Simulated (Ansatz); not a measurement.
Total energies of Sn₂₁AsH₂₈⁺, a doped nanocrystal cut from the lattice of tin (As on an inner site) from Ansatz at BHLYP-D4/def2-TZVP, gas phase (1 Eh = 27.2114 eV = 2625.5 kJ/mol). The reference geometry is relaxed at r2SCAN-D4/def2-SVP.

```xyz
50

Sn   -4.306    1.202    2.155
Sn   -1.199   -1.232    4.669
Sn   -2.923    4.864   -0.347
Sn   -3.893    0.899   -2.310
Sn   -1.074   -1.374    0.155
Sn   -1.149   -1.462   -4.224
Sn    0.252    2.166   -2.313
Sn    1.838   -4.089   -2.130
Sn    0.188    2.414    2.174
Sn    3.233   -0.011    4.648
Sn    3.248   -0.218    0.041
Sn    1.848   -3.856    2.544
Sn    3.245   -0.446   -4.648
Sn   -4.610    2.636   -0.230
Sn   -1.654    0.297    2.350
Sn    1.442   -2.161    4.736
Sn   -0.302    3.891   -0.163
As   -1.379    0.075   -2.069
Sn    1.533   -2.446    0.128
Sn    1.423   -2.558   -4.437
Sn    2.875    1.156   -2.379
Sn    2.820    1.433    2.275
H    -4.649    2.230    3.487
H    -5.389   -0.130    2.179
H    -2.318   -2.536    4.677
H    -1.541   -0.211    6.008
H    -3.256    5.904    0.976
H    -3.150    5.714   -1.820
H    -4.738   -0.597   -2.345
H    -3.869    1.565   -3.893
H    -2.298   -2.559   -0.140
H    -2.415   -2.596   -3.969
H    -1.620   -0.366   -5.460
H    -0.308    2.751   -3.838
H     0.712   -5.383   -2.075
H     3.431   -4.729   -2.150
H    -0.102    3.451    3.524
H     2.978    1.033    5.987
H     4.852   -0.581    4.679
H     4.864   -0.823    0.061
H     0.728   -5.159    2.549
H     3.439   -4.502    2.534
H     2.956    0.456   -6.078
H     4.843   -1.069   -4.672
H    -6.253    3.036   -0.556
H     1.674   -3.065    6.184
H     0.860    5.154   -0.334
H     1.359   -3.518   -5.865
H     3.862    2.569   -2.429
H     3.891    2.779    2.151
```

```csv
state,geometry,energy (Eh)
charge 1 singlet,reference,-6752.07913
charge 2 doublet,reference,-6751.70840
charge 0 doublet,reference,-6752.21730
```

In the def2 sets Sn takes a core potential; there is no spin–orbit coupling. Single mean-field runs in def2-TZVP are fitted with def2-universal-jkfit.

Q: Work out the vertical ionisation energy to the doublet.

A: E(charge 2 doublet) − E(charge 1 singlet) = -6751.70840 − (-6752.07913) = 0.37073 Eh = 10.09 eV. For comparison, −ε of the highest occupied level is 9.63 eV at this level, 0.46 eV less.

Q: Work out the vertical electron affinity, to the doublet.

A: E(charge 1 singlet) − E(charge 0 doublet) = -6752.07913 − (-6752.21730) = 0.13817 Eh = 3.76 eV.

Q: Give the fundamental gap IE − EA, the Mulliken electronegativity (IE + EA)/2 and the hardness (IE − EA)/2.

A: From the values in Eh: IE − EA = 0.37073 − 0.13817 = 0.23256 Eh = 6.33 eV; (IE + EA)/2 = 6.92 eV; (IE − EA)/2 = 3.16 eV. The HOMO–LUMO gap of the same run is 5.61 eV, 0.72 eV smaller than the fundamental gap.
